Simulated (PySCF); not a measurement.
**Removing an electron from `O=C(Br)c1ccc(F)s1`**

Compound: C₅H₂BrFOS.
Numbering: `[O:1]=[C:2]([Br:3])[c:4]1[cH:5][cH:6][c:7]([F:8])[s:9]1` (hydrogens: H10 on C5; H11 on C6)

Level: CAM-B3LYP/def2-SVPD (PySCF). Frontier orbitals with their largest atomic shares (Löwdin; up to four atoms above 4 %):

```json
{"orbital": "HOMO−3", "ε (eV)": "-10.12", "main atoms": "Br3 73 %, C2 10 %, O1 9 %"}
{"orbital": "HOMO−2", "ε (eV)": "-9.80", "main atoms": "Br3 61 %, O1 28 %, C2 5 %"}
{"orbital": "HOMO−1", "ε (eV)": "-9.62", "main atoms": "S9 42 %, C6 18 %, C5 16 %, C7 9 %"}
{"orbital": "HOMO", "ε (eV)": "-8.93", "main atoms": "?"}
{"orbital": "LUMO", "ε (eV)": "-1.53", "main atoms": "C2 18 %, C5 16 %, O1 16 %, C7 13 %"}
{"orbital": "LUMO+1", "ε (eV)": "0.22", "main atoms": "Br3 41 %, S9 24 %, C2 16 %, C4 6 %"}
{"orbital": "LUMO+2", "ε (eV)": "0.81", "main atoms": "S9 35 %, Br3 17 %, C6 8 %, C5 7 %"}
```

Question: What vertical ionisation energy does ΔSCF give, and how far is −ε(HOMO) from it?

Answer: ΔSCF: 9.56 eV (923 kJ/mol; threshold wavelength 130 nm); ⟨S²⟩ of the doublet left behind is 0.772, against 0.75 for a pure doublet. −ε(HOMO) is 8.93 eV, 0.63 eV below it. For the exact functional −ε(HOMO) would equal the first vertical ionisation energy; CAM-B3LYP (range-separated hybrid) falls short of its own ΔSCF value by 7 %. Holes in the HOMO−1 and HOMO−2 were tried too where these lie within 1.2 eV of the HOMO; the lowest converged state counts.

Question: On which atoms does the HOMO lie?

Answer: C4 (substituted aromatic carbon) 26 %, C7 (aromatic C–F carbon) 20 %, C6 (aromatic CH carbon) 14 %, C5 (aromatic CH carbon) 10 %, so no atom holds as much as 40 %. The HOMO−1 lies 0.69 eV lower.

Question: And the vertical electron affinity, the fundamental gap, Mulliken's electronegativity and the hardness (with the factor ½)?

Answer: EA = 0.94 eV by ΔSCF (−ε(LUMO) = 1.53 eV). IE − EA = 8.62 eV against an orbital gap of 7.40 eV; (IE + EA)/2 = 5.25 eV; (IE − EA)/2 = 4.31 eV. Parr's electrophilicity index (IE + EA)²/[8(IE − EA)] is 1.60 eV.

Question: What total energies stand behind the ΔSCF value?

Answer: E(N) = -3338.43071 Eh and E(N − 1) = -3338.07928 Eh at the same geometry, 0.35143 Eh apart. With one more electron, E(N + 1) = -3338.46524 Eh.

Question: What kinetic energy would electrons from this vertical process carry with 118.2 nm light (10.49 eV)?

Answer: 10.49 − 9.56 = 0.93 eV.

Question: Shift the occupied levels rigidly so that −ε(HOMO) equals the ΔSCF value. What binding energies result?

Answer: The shift is +0.63 eV: HOMO 9.56, HOMO−1 10.25, HOMO−2 10.43, HOMO−3 10.75 eV. A rigid shift is only a rough guide to the deeper ionisations.

The structure is a single PBE0-D3(BJ)/def2-SVP conformer in the gas phase; no vibrational or solvent corrections. The calculation is non-relativistic, for bromine too.

Conformer computed: `[O:1]=[C:2]([Br:3])[c:4]1[cH:5][cH:6][c:7]([F:8])[s:9]1`: O1–C2–C4–C5 180°.
